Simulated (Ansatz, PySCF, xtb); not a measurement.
Gas-phase reaction in SMILES: C#CC + C (CH4) -> C#C (C2H2) [acetylene] + CC (C2H6) [ethane]
Geometries: B3LYP-D3(BJ)/def2-TZVP minima from Ansatz (a program for electronic structure).

Wanted: bond separation energy (enthalpy at 298 K, with B3LYP-D3(BJ) rigid-rotor harmonic-oscillator terms from PySCF), in kJ/mol. Valence correlation only, unless marked. No spin-orbit coupling. Non-relativistic. CBS(X,Y): correlation extrapolated as X^-3; Hartree-Fock from the larger set. [CCSD(T)-MP2]/basis is that difference in the basis named.

```csv
level,program,bond separation energy (kJ/mol)
GFN1-xTB,xtb,36.6
HF/aug-cc-pVDZ,Ansatz,33.0
PBE/def2-TZVPD,Ansatz,41.4
TPSS-D3(BJ)/def2-TZVPD,PySCF + dftd3,39.4
PBE0-D3(BJ)/def2-TZVP,Ansatz + dftd3,40.4
TPSSh-D3(BJ)/def2-TZVPD,PySCF + dftd3,39.2
r2SCAN0/def2-TZVPD,Ansatz,39.9
PW6B95-D3(BJ)/def2-TZVPD,PySCF + dftd3,39.3
M06-2X/def2-TZVPD,PySCF,36.6
HSE06-D3(BJ)/def2-TZVPD,Ansatz + dftd3,40.5
CAM-B3LYP-D3(BJ)/def2-TZVPD,Ansatz + dftd3,37.7
RPA@PBE/cc-pVQZ,Ansatz,28.8
MP2/STO-3G,Ansatz,31.6
MP2/aug-cc-pVTZ,Ansatz,35.8
RI-MP2/aug-cc-pVTZ,Ansatz,35.8
RI-MP2/cc-pVTZ,Ansatz,35.1
"RI-MP2/CBS(cc-pVTZ,cc-pVQZ)",Ansatz,35.8
SCS-MP2/6-31G,Ansatz,30.4
CCSD(T)/aug-cc-pVDZ,Ansatz,31.6
CCSD(T)/cc-pVTZ,Ansatz,31.8
"RI-MP2/CBS(cc-pVTZ,cc-pVQZ)+[CCSD(T)-MP2]/cc-pVTZ",Ansatz,32.6
```
